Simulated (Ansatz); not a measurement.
Stretching the Te1–H2 bond in CH4Te (SMILES C[TeH]) (multiplicity 1 held, fragments rigid). Energies count from the point at 1.663 Å.
Geometry at that point (charge 0, multiplicity 1):
```
atom    x (Å)    y (Å)    z (Å)
----  -------  -------  -------
Te     0.0120   0.2353   0.2318
H     -0.3430   1.3648  -0.9364
C     -0.0305  -1.4190  -1.1661
H      0.7315  -1.2755  -1.9253
H     -1.0182  -1.4980  -1.6087
H      0.1882  -2.3118  -0.5851
```

R- and RO- levels are restricted; in cc, def2 and unpolarised 6-31G sets they are followed outwards from rest. U- levels take the lowest unrestricted solution at each point, which mixes spins at long bonds. Active spaces are followed from a long bond inwards. Curves can end on different states.

Cores are frozen in the correlated methods. Filled d and f shells under p-block atoms count as core.

Run with Ansatz (a program for electronic structure) with Gaussian orbitals.  In def2 rows elements past Kr take small-core potentials, without spin–orbit coupling.

Energies in eV.

| R (Å) | R-HF/def2-SVP | U-SCS-MP2/def2-SVP | U-CCSD/def2-SVP | R-CCSDT(Q)/def2-SVP | FIC-NEVPT4(SD) on CASSCF(2,2)/def2-SVP | FIC-MRCISD+Q on CASSCF(2,2)/def2-SVP |
|---|---|---|---|---|---|---|
| 1.331 | 1.55 | 1.60 | 1.61 | 1.62 | 1.63 | 1.62 |
| 1.497 | 0.27 | ___ | 0.31 | 0.31 | 0.32 | 0.31 |
| 1.663 | 0.00 | 0.00 | 0.00 | 0.00 | 0.00 | 0.00 |
| 1.830 | 0.24 | ___ | 0.18 | 0.17 | 0.17 | 0.17 |
| 1.996 | 0.71 | 0.63 | 0.58 | 0.56 | 0.55 | 0.56 |
| 2.245 | 1.58 | ___ | 1.31 | 1.23 | 1.22 | 1.23 |
| 2.495 | 2.46 | 2.37 | 1.97 | 1.83 | 1.81 | 1.83 |
| 2.911 | 3.73 | 2.74 | 2.65 | 2.48 | 2.46 | 2.48 |
| 3.327 | 4.74 | 2.84 | 2.85 | 2.77 | 2.76 | 2.78 |
| 3.826 | 5.63 | 2.87 | 2.90 | 2.89 | 2.88 | 2.90 |
| 4.491 | 6.43 | 2.88 | 2.91 | 2.93 | 2.91 | 2.94 |
| 5.322 | 6.99 | 2.89 | 2.92 | 2.93 | 2.92 | 2.94 |

Task: Some entries are withheld; supply them.

Result: 
- 2.245, U-SCS-MP2/def2-SVP: 1.74
- 1.830, U-SCS-MP2/def2-SVP: 0.20
- 1.497, U-SCS-MP2/def2-SVP: 0.30

Doubts at one or more of the structures used: a restricted determinant that unrestricted orbitals would lower (R-HF/def2-SVP, R-CCSDT(Q)/def2-SVP); a spin-contaminated determinant (U-SCS-MP2/def2-SVP, U-CCSD/def2-SVP); T1 above 0.05 (U-CCSD/def2-SVP); other coupled-cluster roots lie near (R-CCSDT(Q)/def2-SVP).
